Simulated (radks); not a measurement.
Results of a calculation; reference values are marked as such.
Q: All-electron atom: Sm7.3+ in [Kr] 4d10 4f4 5s2 5p(up 2.7, down 0) (fractional occupations, a model configuration). Code: a radial shooting solver on a logarithmic mesh with Libxc functionals. Model: scalar-relativistic Kohn-Sham, BLYP, spin-polarised, spherical densities, finite nucleus; open shells are filled with parallel spins first (spin-orbit coupling, left out, can overturn this in heavy ions); Fermi nuclear charge, rms radius 5.0819 fm. Some entries of the table are withheld. Estimate them.

orbital,occ.,eigenvalue (hartree),<r> (bohr),<1/r> (bohr^-1)
1s up,1,-1719.474,0.02274,68.81
1s down,1,-1719.464,0.02274,68.81
2s up,1,-284.3999,0.09701,15.93
2s down,1,-284.3941,0.09701,15.93
2p up,3,-254.1702,0.08547,14.95
2p down,3,-254.1616,0.08547,14.95
3s up,1,-65.53685,0.2550,5.826
3s down,1,-65.47126,0.2549,5.830
3p up,3,-56.08503,0.2534,5.492
3p down,3,-56.01875,0.2532,5.496
3d up,5,-43.27043,0.2311,5.212
3d down,5,-43.21758,0.2308,5.217
4s up,1,-16.28497,0.5767,2.459
4s down,1,-16.12628,0.5767,2.458
4p up,3,-13.16106,0.6092,2.268
4p down,3,-13.00324,0.6091,2.267
4d up,5,-8.77094,0.6605,(1)
4d down,5,-8.61172,0.6598,(2)
5s up,1,-5.13099,1.280,1.044
5s down,1,-4.95209,1.288,1.038
5p up,2.7,-4.23162,1.411,0.9358
5p down,0,-4.06445,1.429,0.9236
4f up,4,-3.99281,0.7999,1.555
4f down,0,-3.82491,0.7996,1.558

A: 
(1) 4d up <1/r> (bohr^-1): 2.003
(2) 4d down <1/r> (bohr^-1): 2.003
